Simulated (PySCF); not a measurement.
# Vertical excitation energies

Species: C₄H₇N₃O.
SMILES: `COc1cnn(C)n1`

The calculation used PySCF, TDDFT PBE0/def2-SVPD, vertical, gas phase, core orbitals frozen in the response. The structure is a single GFN2-xTB conformer in the gas phase; no vibrational or solvent corrections. GFN2-xTB frequencies show an imaginary mode (20i cm⁻¹), so this geometry is no minimum at that level. Torsions of this conformer, `[CH3:1][O:2][c:3]1[cH:4][n:5][n:6]([CH3:7])[n:8]1`: C1–O2–C3–C4 180°.

Question: What does the calculation give for the low-lying excited states?

Answer: 

```csv
state,λ (nm),E (eV),f,"main configurations (H = HOMO, L = LUMO)"
S1,209.7,5.91,0.160,H→L (96%)
S2,192.9,6.43,0.026,H→L+1 (96%)
S3,191.3,6.48,0.0009,H-2→L (98%)
S4,178.3,6.95,0.0001,H→L+2 (91%)
S5,171.0,7.25,0.0001,H→L+3 (90%)
S6,167.2,7.42,0.0044,"H-1→L (48%), H→L+4 (47%)"
S7,164.9,7.52,0.0066,H-3→L (92%)
S8,161.6,7.67,0.0021,H→L+5 (90%)
```

Triplets, Tamm–Dancoff:

```csv
state,E (eV),λ (nm),"main configurations (H = HOMO, L = LUMO)"
T1,4.35,285.3,H→L (96%)
T2,5.13,241.7,"H-1→L (84%), H→L+4 (11%)"
T3,5.60,221.3,H-2→L (94%)
```

The lowest singlet lies at 5.91 eV (210 nm, ultraviolet) and is strong; its leading configuration is HOMO→LUMO (96%). The lowest level is also the most intense of those listed (f = 0.160). Löwdin shares by element: HOMO carbon 32% or more, oxygen 23%, nitrogen 20% or more (atoms not listed hold the other 25%); LUMO nitrogen 67%, carbon 14% or more (atoms not listed hold the other 19%). The oscillator strengths of these states sum to 0.200; summed over the whole spectrum of an exact calculation they would give the number of electrons, 60 (Thomas–Reiche–Kuhn). Weighted by f, the mean energy of these states is 6.09 eV. Orbital energies (eV): HOMO-3 -9.27, HOMO-2 -8.40, HOMO-1 -8.25, HOMO -6.72, LUMO 0.00, LUMO+1 0.77, LUMO+2 1.20. The window holds the lowest 8 singlets.
